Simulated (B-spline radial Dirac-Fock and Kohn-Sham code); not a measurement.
# Electron momentum distribution of Nd³¹⁺: Compton profiles

System: Nd³¹⁺, configuration 1s2 2s2 2p6 3s2 3p6 3d10 4s1.

Calculated with a radial atomic solver, using the impulse approximation on configuration-average Dirac-Fock orbitals. pz is in atomic units of momentum; subshell profiles are per electron, for a selection of subshells; open shells are spread over both j values by their weights.

| pz | J total | J 3s1/2 | J 3p1/2 | J 3d5/2 | J 4s1/2 |
| --- | --- | --- | --- | --- | --- |
| 0 | 1.449 | 0.103 | 0.0611 | 0.0423 | 0.181 |
| 0.3 | 1.445 | 0.103 | 0.0611 | 0.0423 | 0.178 |
| 0.4 | 1.442 | 0.102 | 0.0611 | 0.0423 | 0.176 |
| 0.5 | 1.438 | 0.102 | 0.0611 | 0.0423 | 0.173 |
| 0.6 | 1.434 | 0.101 | 0.0611 | 0.0423 | 0.169 |
| 0.8 | 1.422 | 0.0997 | 0.0611 | 0.0423 | 0.161 |
| 1 | 1.407 | 0.0979 | 0.0611 | 0.0423 | 0.150 |
| 1.2 | 1.391 | 0.0957 | 0.0611 | 0.0423 | 0.139 |
| 1.4 | 1.372 | 0.0932 | 0.0610 | 0.0423 | 0.126 |
| 1.6 | 1.352 | 0.0905 | 0.0609 | 0.0423 | 0.113 |
| 1.8 | 1.332 | 0.0874 | 0.0608 | 0.0423 | 0.100 |
| 2 | 1.311 | 0.0841 | 0.0606 | 0.0423 | 0.0875 |
| 2.5 | 1.258 | 0.0751 | 0.0598 | 0.0423 | 0.0603 |
| 3 | 1.209 | 0.0655 | 0.0586 | 0.0422 | 0.0410 |
| 4 | 1.118 | 0.0465 | 0.0545 | 0.0418 | 0.0249 |
| 5 | 1.026 | 0.0306 | 0.0482 | 0.0408 | 0.0234 |
| 7 | 0.8155 | 0.0126 | 0.0317 | 0.0363 | 0.0165 |
| 10 | 0.5260 | 0.00786 | 0.0117 | 0.0248 | 0.00357 |
| 15 | 0.2565 | 0.00575 | 0.00250 | 0.00909 | 0.00221 |
| 20 | 0.1372 | 0.00200 | 0.00222 | 0.00283 | 0.000881 |
| 30 | 0.04922 | 0.000265 | 0.00118 | 0.000293 | 8.60e-05 |
| 40 | 0.02210 | 0.000237 | 0.000417 | 4.01e-05 | 7.17e-05 |
| 60 | 0.006445 | 0.000111 | 5.70e-05 | 1.63e-06 | 3.44e-05 |
| 100 | 0.001026 | 1.68e-05 | 3.11e-06 | < 1e-6 | 5.14e-06 |

J(0) = 1.449. The 3p3/2 subshell gives the largest part, 18 %.

Mean momentum ⟨p⟩ by subshell (a.u.): 1s1/2 57.5, 2s1/2 20.5, 2p1/2 27.3, 2p3/2 25.4, 3s1/2 10.4, 3p1/2 12.4, 3p3/2 11.9, 3d3/2 14.2, 3d5/2 14.0, 4s1/2 6.34.
